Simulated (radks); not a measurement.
Problem. Coherent X-ray form factor from a spherical all-electron density. Calculated with a radial shooting solver on a logarithmic mesh with Libxc functionals: Dirac Kohn-Sham, revPBE, spin-unpolarised, spherical densities, finite nucleus; Fermi nuclear charge, rms radius of each element as measured or else 0.836 A^(1/3) + 0.57 fm.

| sin(theta)/lambda (1/angstrom) | f0 (electrons) |
|---|---|
| 0.05 | 60.426 |
| 0.1 | 58.788 |
| 0.15 | 56.314 |
| 0.2 | 53.307 |
| 0.25 | 50.068 |
| 0.3 | 46.841 |
| 0.4 | 40.976 |
| 0.5 | 36.137 |
| 0.6 | 32.153 |
| 0.8 | 25.906 |
| 1 | 21.425 |
| 1.25 | 17.800 |
| 1.5 | 15.465 |
| 2 | 11.898 |

The species is in the configuration that NIST lists as its ground one. Which atom or ion scatters so?

Solution. The terbium ion Tb4+, [Xe] 4f7. Extrapolating in s^2 from the first two rows gives f0(0) = 61.0, near the electron count 61; among species with that count, the fall with angle is slower the higher Z, and the table is that of Z = 65; from so few rows the species is fixed only to a neighbour or two.
